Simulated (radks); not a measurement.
Values are calculated unless marked as measured or tabulated.
Question: Species: the tin ion Sn44+. Configuration: [He] 2s2 2p2. Code: a radial shooting solver on a logarithmic mesh with Libxc functionals. Model: scalar-relativistic Kohn-Sham, LDA (Slater exchange, VWN5 correlation), spin-polarised, spherical densities, finite nucleus; open shells are filled with parallel spins first (spin-orbit coupling, left out, can overturn this in heavy ions); Fermi nuclear charge, rms radius 4.6519 fm. Some entries of the table are withheld. Estimate them.

orbital  occ.  eigenvalue (eV)  <r> (bohr)
1s up       1        -32784.46     0.02900
1s down     1        -32756.24     0.02898
2s up       1        -7632.466         (1)
2s down     1        -7588.816         (2)
2p up       2        -7291.510      0.1032
2p down     0        -7238.724      0.1035
3s up       0        -3232.315      0.2788
3s down     0        -3221.034      0.2796
3p up       0        -3128.434      0.2656
3p down     0        -3115.378      0.2666

Answer: 
(1) 2s up <r> (bohr): 0.1197
(2) 2s down <r> (bohr): 0.1200
